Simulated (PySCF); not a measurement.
C2H7ClOSi2, SMILES C=C([SiH3])O[SiH2]Cl.

Geometry: B3LYP-D3(BJ)/def2-SVP. This is a generated structure with no PubChem entry under its InChIKey; it may be hypothetical. One conformer was computed; it need not be the lowest.

The numbers are results of TDA-PBE/def2-SVPD (PySCF 2.14.0), not measurements.

Vertical excitations. Isolated molecule, no solvent.

List the lowest excited states. (An estimate is asked for; the answer gives what the named calculation found.)


```json
[
 {"state": "S1", "energy (eV)": "5.52", "λ (nm)": "225", "f": "0.015", "main pairs": "HOMO→LUMO+1 78 %, HOMO→LUMO 21 %"},
 {"state": "S2", "energy (eV)": "5.70", "λ (nm)": "217", "f": "0.018", "main pairs": "HOMO→LUMO+2 99 %"},
 {"state": "S3", "energy (eV)": "6.07", "λ (nm)": "204", "f": "0.022", "main pairs": "HOMO→LUMO+3 69 %, HOMO−1→LUMO 16 %"},
 {"state": "S4", "energy (eV)": "6.17", "λ (nm)": "201", "f": "0.000", "main pairs": "HOMO−1→LUMO 75 %, HOMO→LUMO+3 18 %"},
 {"state": "S5", "energy (eV)": "6.35", "λ (nm)": "195", "f": "0.008", "main pairs": "HOMO−2→LUMO 51 %, HOMO→LUMO+4 45 %"},
 {"state": "S6", "energy (eV)": "6.39", "λ (nm)": "194", "f": "0.025", "main pairs": "HOMO→LUMO+4 52 %, HOMO−2→LUMO 38 %"},
 {"state": "S7", "energy (eV)": "6.51", "λ (nm)": "190", "f": "0.059", "main pairs": "HOMO→LUMO+5 49 %, HOMO→LUMO 20 %"},
 {"state": "S8", "energy (eV)": "6.62", "λ (nm)": "187", "f": "0.071", "main pairs": "HOMO→LUMO+5 48 %, HOMO→LUMO 21 %"},
 {"state": "S9", "energy (eV)": "6.82", "λ (nm)": "182", "f": "0.001", "main pairs": "HOMO−1→LUMO+1 92 %"},
 {"state": "S10", "energy (eV)": "6.89", "λ (nm)": "180", "f": "0.009", "main pairs": "HOMO→LUMO+6 92 %"},
 {"state": "T1", "energy (eV)": "4.06", "λ (nm)": "305", "f": "0", "main pairs": "HOMO→LUMO 96 %"},
 {"state": "T2", "energy (eV)": "5.48", "λ (nm)": "226", "f": "0", "main pairs": "HOMO→LUMO+1 95 %"},
 {"state": "T3", "energy (eV)": "5.56", "λ (nm)": "223", "f": "0", "main pairs": "HOMO→LUMO+2 98 %"},
 {"state": "T4", "energy (eV)": "5.79", "λ (nm)": "214", "f": "0", "main pairs": "HOMO−1→LUMO 96 %"}
]
```
Triplets are in the Tamm–Dancoff approximation.
